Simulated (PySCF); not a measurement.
Compound: C4H8F2Si.
Atom-mapped SMILES: `[F:1][CH:2]([F:3])[C@@H:4]1[CH2:5][CH2:6][SiH2:7]1` (hydrogens: H8 on C2; H9 on C4; H10, H11 on C5; H12, H13 on C6; H14, H15 on Si7)

The same species was optimised twice, with GFN2-xTB and with PBE0-D3(BJ)/def2-SVP (PySCF), and the same property calculations (PySCF, gas phase) were run on both structures.

| coordinate | GFN2-xTB | PBE0-D3(BJ)/def2-SVP | change |
| --- | --- | --- | --- |
| C6–Si7 (Å) | 1.914 | 1.895 | -0.019 |
| C4–Si7 (Å) | 1.923 | 1.904 | -0.019 |
| C2–C4 (Å) | 1.503 | 1.495 | -0.008 |
| C4–C5 (Å) | 1.543 | 1.550 | +0.007 |
| F1–C2 (Å) | 1.362 | 1.355 | -0.007 |
| C5–C6 (Å) | 1.544 | 1.551 | +0.007 |
| C2–F3 (Å) | 1.362 | 1.359 | -0.003 |
| C2–C4–Si7 (°) | 116.5 | 123.0 | +6.5 |
| C5–C4–Si7 (°) | 91.4 | 86.6 | -4.8 |
| C5–C6–Si7 (°) | 91.6 | 86.9 | -4.7 |
| C2–C4–C5 (°) | 114.4 | 117.3 | +2.9 |
| F1–C2–F3 (°) | 105.4 | 107.3 | +1.9 |
| C4–Si7–C6 (°) | 76.1 | 77.9 | +1.8 |
| F3–C2–C4 (°) | 112.1 | 110.7 | -1.4 |
| F1–C2–C4 (°) | 111.1 | 110.4 | -0.7 |
| F1–C2–C4–C5 (°) | 166 | 176 | +10 |

Rotational constants: A = 3764, B = 1489, C = 1137 MHz (GFN2-xTB) against A = 3918, B = 1428, C = 1108 MHz (PBE0-D3(BJ)/def2-SVP). Point groups within 0.08 Å: C1 and C1.

On the GFN2-xTB structure: lowest triplet, Tamm–Dancoff (eV) 6.52 [CAM-B3LYP/def2-SVPD]; isotropic polarisability (au) 72.7 [CAM-B3LYP/def2-SVPD]; HOMO (eV) -9.70 [CAM-B3LYP/def2-SVPD]; LUMO (eV) 0.80 [CAM-B3LYP/def2-SVPD]; dipole (D) 2.88 [CAM-B3LYP/def2-SVPD]; HOMO (eV) -8.31 [PBE0/pcSseg-1]; LUMO (eV) 0.10 [PBE0/pcSseg-1]; dipole (D) 2.67 [PBE0/pcSseg-1]; GIAO shielding of F1 (ppm) 300.0 [PBE0/pcSseg-1]; GIAO shielding of C2 (ppm) 59.3 [PBE0/pcSseg-1]; GIAO shielding of F3 (ppm) 298.5 [PBE0/pcSseg-1]; GIAO shielding of C4 (ppm) 153.2 [PBE0/pcSseg-1]; GIAO shielding of C5 (ppm) 163.3 [PBE0/pcSseg-1]; GIAO shielding of C6 (ppm) 179.6 [PBE0/pcSseg-1]; GIAO shielding of Si7 (ppm) 383.9 [PBE0/pcSseg-1].

Task: What do these properties become on the PBE0-D3(BJ)/def2-SVP structure?

Result: 
| property | level | on GFN2-xTB | on PBE0-D3(BJ)/def2-SVP | change |
| --- | --- | --- | --- | --- |
| lowest triplet, Tamm–Dancoff (eV) | CAM-B3LYP/def2-SVPD | 6.52 | 6.83 | +0.31 |
| isotropic polarisability (au) | CAM-B3LYP/def2-SVPD | 72.7 | 73.9 | +1.2 |
| HOMO (eV) | CAM-B3LYP/def2-SVPD | -9.70 | -9.72 | -0.02 |
| LUMO (eV) | CAM-B3LYP/def2-SVPD | 0.80 | 0.90 | +0.10 |
| dipole (D) | CAM-B3LYP/def2-SVPD | 2.88 | 2.68 | -0.20 |
| energy, GFN2-xTB geometry as zero (kcal/mol) | CAM-B3LYP/def2-SVPD | 0.0 | -2.6 | -2.6 |
| HOMO (eV) | PBE0/pcSseg-1 | -8.31 | -8.36 | -0.05 |
| LUMO (eV) | PBE0/pcSseg-1 | 0.10 | 0.24 | +0.14 |
| dipole (D) | PBE0/pcSseg-1 | 2.67 | 2.44 | -0.23 |
| energy, GFN2-xTB geometry as zero (kcal/mol) | PBE0/pcSseg-1 | 0.0 | -3.2 | -3.2 |
| GIAO shielding of F1 (ppm) | PBE0/pcSseg-1 | 300.0 | 305.5 | +5.5 |
| GIAO shielding of C2 (ppm) | PBE0/pcSseg-1 | 59.3 | 62.4 | +3.1 |
| GIAO shielding of F3 (ppm) | PBE0/pcSseg-1 | 298.5 | 301.3 | +2.8 |
| GIAO shielding of C4 (ppm) | PBE0/pcSseg-1 | 153.2 | 152.7 | -0.5 |
| GIAO shielding of C5 (ppm) | PBE0/pcSseg-1 | 163.3 | 159.4 | -3.9 |
| GIAO shielding of C6 (ppm) | PBE0/pcSseg-1 | 179.6 | 177.2 | -2.4 |
| GIAO shielding of Si7 (ppm) | PBE0/pcSseg-1 | 383.9 | 379.5 | -4.4 |

The heavy atoms differ by 0.181 Å rms after alignment. Among bonds between heavy atoms C4–Si7 and C6–Si7 change most and about equally (-0.019 Å). Changes are differences of the printed values. Neither structure is proved a minimum here.

Shape of the structure used: `[F:1][CH:2]([F:3])[C@@H:4]1[CH2:5][CH2:6][SiH2:7]1`: F1–C2–C4–C5 176°.
